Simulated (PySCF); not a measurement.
Sb(Br)(Me)2 (C₂H₆BrSb), SMILES [CH3][Sb]([CH3])[Br]. Coordinates come from a PBE0-D3(BJ)/def2-SVP optimisation. The structure was generated by enumeration; whether it is a known compound was not checked. The def2 effective core potentials stand for the cores of Sb; spin–orbit coupling is left out.

### Question
Give the equilibrium geometry at PBE0-D3(BJ)/def2-SVP (PySCF confirms it by a frequency run) as a Z-matrix, and its point group. (An estimate is asked for; the answer gives what the named calculation found.)

### Answer
point group Cs.
```
Sb
C 1 2.1640
H 2 1.0985 1 109.59
H 2 1.0985 3 109.62 1 -120.47
H 2 1.1010 3 109.82 4 -119.96
C 1 2.1640 2 93.85 3 48.47
H 6 1.0985 1 109.59 2 -48.47
H 6 1.0985 7 109.62 1 120.47
H 6 1.1010 7 109.82 8 119.96
Br 1 2.5463 2 94.76 3 -46.64
```
